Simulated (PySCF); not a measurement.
**Mg⁺: ionisation energy**

Mg⁺ [Ne] 3s1 (2S) → Mg²⁺ [Ne] (1S), as a difference of total energies. Computed with PySCF 2.14 in def2-SVP, with the non-relativistic Hamiltonian (point nucleus). The calculations carry no spin-orbit coupling.

```tsv
method	ionisation energy (eV)	error (eV)
UHF	14.607	-0.428
MN15	14.632	-0.403
BP86	15.143	+0.108
```

Reference: 15.035 eV (measured; NIST Atomic Spectra Database, ionization energies).
